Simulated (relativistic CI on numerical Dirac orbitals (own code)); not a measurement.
What each ingredient does to the levels of Tc5+

Base calculation: Dirac-Coulomb-Breit CI, orbitals from a KLI potential per configuration, model QED, valence Slater integrals scaled by 0.85, P86 correlation energy added to each configuration.

Configuration list (outside the closed core [Ar] 3d10): 4s2.4p6.4d2, 4s2.4p6.4d.5s, 4s2.4p6.4d.4f, 4s2.4p6.4d.5p, 4s2.4p5.4d3, 4s2.4p6.4f2, 4s2.4p6.4d.5d, 4s2.4p6.5s2, 4s2.4p6.4d.6s, 4s2.4p6.4d.6p, 4s2.4p6.5s.5p, 4s.4p6.4d3, 4s2.4p6.4d.5f, 4s2.4p5.4d2.4f, 4s2.4p6.4d.6d. Double excitations out of closed p, d and f shells are left out; levels of such configurations are missing from the list, as are those of other unlisted configurations, and high levels can miss mixing partners. These lack a partner that the ground configuration has and come out too high: 4s2.4p5.4d2.4f.

Variants: (1) self-excluded LDA correlation estimate; (2) Slater integrals left unscaled; (3) configuration mixing switched off; (4) non-relativistic limit. Shifts of the energy above 4s2.4p6.4d2 3F_2, in cm⁻¹, for the lowest level and the first level of each name with at least 55 % of one term (blank where a level changes its place among those of its configuration and J or its character, or is not in the variant):

```
              Level      Base    Δ(1)     Δ(2)     Δ(3)      Δ(4)
   4s2.4p6.4d2 3F_2       0.0     0.0      0.0      0.0       0.0
   4s2.4p6.4d2 3F_3    2041.0     0.0    -28.6     -1.9   -2041.0
   4s2.4p6.4d2 3F_4    4310.1     0.0     -9.9     +8.3   -4310.1
   4s2.4p6.4d2 1D_2   12019.4    -0.1  +1655.0   +527.5   -1650.6
   4s2.4p6.4d2 3P_0   12528.3    -0.1  +1765.0   +815.7   -1204.9
   4s2.4p6.4d2 3P_1   13379.7    -0.1  +1727.4   +817.0   -2056.3
   4s2.4p6.4d2 3P_2   15703.4    -0.1  +1707.0   +678.4   -4379.9
   4s2.4p6.4d2 1G_4   18431.9    -0.1  +2607.7   +620.6   -2629.7
   4s2.4p6.4d2 1S_0   45004.6    +3.1  +7602.4  -1083.6   -2404.0
 4s2.4p6.4d.5s 3D_1  151109.8  -235.0  +3416.3  -6656.3  +13070.5
 4s2.4p6.4d.5s 3D_2  152006.9  -234.8  +3459.2  -6651.4  +12173.3
 4s2.4p6.4d.5s 3D_3  154258.6  -235.0  +3408.9  -6658.8   +9921.7
 4s2.4p6.4d.5s 1D_2  159123.8  -231.4  +4380.6  -6524.7  +10239.3
4s2.4p6.4d.5p 3D°_1  216381.3  +381.3  +3176.2  -6493.6   +8518.7
4s2.4p6.4d.5p 3D°_2  218477.9  +381.5  +3097.2  -6612.8   +6422.1
4s2.4p6.4d.5p 3F°_3  219540.9  +381.7  +3308.0  -6667.3          
4s2.4p6.4d.5p 3F°_4  224623.2  +382.1  +3475.4  -6799.4   +2335.4
4s2.4p6.4d.5p 3P°_1  225621.9  +382.7  +4326.5  -6523.2   +6081.9
4s2.4p6.4d.5p 3P°_0  226215.0  +382.6  +4312.9  -6676.4   +5488.8
4s2.4p6.4d.5p 3P°_2  227294.9  +382.6  +4208.7  -6686.6   +4408.9
4s2.4p6.4d.5p 1F°_3  229617.3  +382.6  +4669.0  -6206.9   +4670.8
4s2.4p6.4d.5p 1P°_1  232488.9  +382.9  +4824.0  -5362.4   +3820.2
```

At this charge configurations can still be misplaced by up to about 7 % of their energy.

Ionisation energy from the two ground configurations alone: base 73.39 eV; self-excluded LDA correlation estimate 73.76 eV; Slater integrals left unscaled 73.56 eV. The NIST ASD value (theoretical) is 72 eV.

LS names give the leading component of a level, which can be under half, so a name can repeat, a term be missing and a line seem to break the LS rules.
